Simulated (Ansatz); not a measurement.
Program: Ansatz. Geometries: PBE0-D4/def2-TZVP. ΔE: electronic, gas phase. CCSD(T)/CBS is the MP2 limit (def2-TZVPP, def2-QZVPP) plus CCSD(T) − MP2 in def2-TZVPP, frozen cores. Functionals use def2-TZVPP. B3LYP here is the variant with VWN-RPA as its local correlation; programs differ in this. HSE06 is defined as in plane-wave codes. Each species was taken in one conformer, which may not be the lowest.

Consider the formal exchange of groups at a B–C bond: `BC(F)[SiH2]F` + `C=C[SiH3]` → `B/C=C/[SiH3]` + `FC[SiH2]F`.

`BC(F)[SiH2]F`:

Z-matrix (Å, degrees):
```
C
F 1 1.398
Si 1 1.916 2 105.9
B 1 1.525 2 116.8 3 118.4
H 1 1.099 2 108.9 3 -110.9
F 3 1.598 1 108.1 2 -159.9
H 3 1.481 1 112.2 2 80.8
H 3 1.479 1 107.7 2 -41.9
H 4 1.196 1 117.1 2 176.4
H 4 1.193 1 121.7 2 -8.7
```

`C=C[SiH3]`:

Z-matrix (Å, degrees):
```
Si
C 1 1.859
H 1 1.488 2 110.8
H 1 1.487 2 109.0 3 -120.3
H 1 1.488 2 110.8 3 119.3
C 2 1.330 1 123.1 3 120.2
H 2 1.089 1 118.8 3 -59.8
H 6 1.087 2 122.2 1 -180.0
H 6 1.087 2 121.7 1 0.0
```

`B/C=C/[SiH3]`:

Cartesian coordinates in Å:
```
B 1.236 1.400 1.355
C 0.833 0.345 0.310
C -0.460 0.056 0.072
Si -1.060 -1.208 -1.168
H 2.382 1.662 1.579
H 0.373 1.973 1.957
H 1.588 -0.196 -0.261
H -1.205 0.605 0.651
H -1.937 -0.552 -2.175
H 0.108 -1.827 -1.843
H -1.858 -2.256 -0.477
```

`FC[SiH2]F`:

Cartesian coordinates in Å:
```
F -0.919 1.239 -1.180
C 0.209 0.529 -0.791
Si -0.143 -0.542 0.716
F -0.366 0.384 1.999
H 1.015 1.244 -0.590
H 0.529 -0.101 -1.630
H 1.043 -1.401 0.963
H -1.367 -1.350 0.512
```

```csv
level,ΔE (kcal/mol),difference from CCSD(T)/CBS
LDA (SPW92),1.9,2.7
revPBE-D4,0.2,1.0
BLYP-D4,-0.4,0.4
r2SCAN-D4,0.6,1.4
B97M-V,0.0,0.8
PBE0-D4,0.0,0.8
B3LYP-D4,-0.6,0.2
r2SCANh-D4,0.4,1.2
r2SCAN0-D4,0.1,0.9
HSE06-D4,-0.1,0.7
BHLYP-D4,-1.1,-0.3
CAM-B3LYP-D4,-0.3,0.5
ωB97X-V,0.0,0.8
ωB97M-V,0.4,1.2
B2PLYP,-1.2,-0.4
PBE-QIDH,-0.7,0.1
PBE,0.3,1.1
revPBE,-0.4,0.4
BLYP,-1.0,-0.2
r2SCAN,0.6,1.4
PBE0,-0.2,0.6
B3LYP,-1.1,-0.3
r2SCANh,0.4,1.2
r2SCAN0,0.1,0.9
BHLYP,-1.5,-0.7
CAM-B3LYP,-0.6,0.2
LC-ωPBE,0.6,1.4
RPA@PBE/def2-TZVPP,-1.5,-0.7
HF/def2-SVP,-2.4,-1.6
MP2/def2-SVP,-1.0,-0.2
CCSD/def2-SVP,-0.5,0.3
HF/def2-TZVPP,-3.0,-2.2
MP2/def2-TZVPP,-1.2,-0.4
CCSD/def2-TZVPP,-1.0,-0.2
CCSD(T)/def2-TZVPP,-0.8,0.0
HF/def2-QZVPP,-3.1,-2.3
MP2/def2-QZVPP,-1.2,-0.4
SCS-MP2/def2-QZVPP,-1.8,-1.0
HF/CBS(def2),-3.1,-2.3
CCSD/CBS(def2),-0.9,-0.1
CCSD(T)/CBS,-0.8,0
```

Largest T1 diagnostic among the species: 0.013.

In def2-TZVPP, CCSD(T) changes the Hartree–Fock value by +2.2 kcal/mol (the triples alone add +0.1 kcal/mol) and MP2 by +1.7 kcal/mol. Leaving LDA and LC-ωPBE aside and taking each functional with its dispersion term where it has one, the values spread over 1.8 kcal/mol, from B2PLYP to r2SCAN-D4. LDA lies +1.6 kcal/mol from PBE without D4.
